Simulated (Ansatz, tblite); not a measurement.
Forces on ZnMe(SiH3) (CH₆SiZn) at its PBE-D4/def2-SVP geometry. Total charge 0; singlet.

The xTB rows come from tblite.

GFN1-xTB (tblite), largest force 1.28 eV/Å:

```xyz
9
positions Å, forces eV/Å
Zn   -0.230   -0.065   -0.065    0.586    0.164    0.181
C    -2.036   -0.569   -0.613   -1.180   -0.330   -0.358
H    -2.413    0.096   -1.418   -0.014   -0.417    0.366
H    -2.748   -0.505    0.237    0.166   -0.095   -0.522
H    -2.064   -1.611   -0.997   -0.201    0.498    0.141
Si    1.971    0.551    0.594    0.353    0.099    0.106
H     2.472   -0.257    1.769    0.115    0.562   -0.539
H     2.067    2.002    1.006    0.342   -0.700   -0.112
H     2.980    0.357   -0.514   -0.168    0.219    0.737
```

GFN2-xTB (tblite), largest force 1.14 eV/Å:

```
Zn 0.740 0.207 0.226
C -1.054 -0.294 -0.320
H 0.016 -0.515 0.471
H 0.243 -0.110 -0.646
H -0.219 0.636 0.187
Si 0.498 0.139 0.148
H -0.060 0.418 -0.488
H 0.127 -0.617 -0.137
H -0.290 0.137 0.559
```

ωB97X-V/def2-TZVP (Ansatz), largest force 0.50 eV/Å:

```
Zn -0.011 -0.003 -0.004
C -0.402 -0.112 -0.122
H 0.156 -0.305 0.360
H 0.309 -0.033 -0.388
H -0.001 0.467 0.170
Si 0.363 0.102 0.107
H -0.131 0.185 -0.279
H -0.035 -0.343 -0.100
H -0.247 0.042 0.256
```
